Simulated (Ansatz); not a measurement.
Geometry optimisation, Ansatz, RKS B3LYP/def2-SVP.

input.yaml

```yaml
crystal:
  periodic: [false, false, false]
  atoms:
    - { symbol: Al, position_ang: [0.020987, -0.528561, -0.404215] }
    - { symbol: H, position_ang: [0.010409, -0.026702, 2.304094] }
    - { symbol: F, position_ang: [1.435227, 0.200051, -0.82737] }
    - { symbol: F, position_ang: [-1.419134, 0.158017, -0.809459] }
    - { symbol: F, position_ang: [0.053176, -2.020778, 0.348224] }
    - { symbol: H, position_ang: [0.027134, -0.680527, 2.000726] }
basis:
  gaussian: { orbitals: def2-SVP }
hamiltonian:
  xc: b3lyp
relax:
  f_tol: 0.03
  max_steps: 50
output:
  orbitals: {}
```

Run as:

```bash
$ ansatz run input.yaml --threads 1 --pin off --max-ram 2048MiB --backend cpu --events-out ev --progress --plain --runs-dir out
```

Q: Where does it end, and by what steps?

A: The run converged. After 7 steps the energy has fallen by 0.166 eV; H2 moved furthest, 0.51 Å.

```csv
step,energy less start (eV),largest force component (eV/Å),accepted
0,0.0000,1.618,yes
1,0.0442,1.709,no
2,-0.0550,0.834,yes
3,-0.0886,0.766,yes
4,-0.1281,0.577,yes
5,-0.1552,0.432,yes
6,-0.1657,0.076,yes
7,-0.1661,0.007,yes
```

```xyz
6
Properties=species:S:1:pos:R:3
Al 0.022 -0.589 -0.210
H 0.010 0.147 1.829
F 1.430 0.207 -0.541
F -1.414 0.158 -0.531
F 0.051 -2.206 0.137
H 0.029 -0.614 1.929
```

Time of the run: 15 s on 1 thread of Arm Neoverse V2, with other jobs on the host, peak memory 0.12 GiB.
